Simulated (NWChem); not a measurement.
# InH₂Cl; SMILES [InH2][Cl]

Computed with NWChem. def2 effective core potentials on In; no spin-orbit coupling. Each level has its own optimisation; frequencies are unscaled.

```
level                                                r H–In (Å)  r Cl–In (Å)  highest harmonic frequency (cm⁻¹)  lowest (cm⁻¹)  zero-point energy (kcal/mol)
---------------------------------------------------  ----------  -----------  ---------------------------------  -------------  ----------------------------
PBE/def2-SVP (core potentials)                       (withheld)   (withheld)                         (withheld)            347                           7.7
Hartree-Fock/3-21G (all-electron, non-relativistic)       1.750        2.433                               1902            350                           8.2
PBE0/def2-SVP (core potentials)                           1.715        2.367                               1853            360                           8.0
```

Q: Fill in the missing entries.

A: 
- PBE/def2-SVP (core potentials), r H–In (Å): 1.730
- PBE/def2-SVP (core potentials), r Cl–In (Å): 2.385
- PBE/def2-SVP (core potentials), highest harmonic frequency (cm⁻¹): 1776
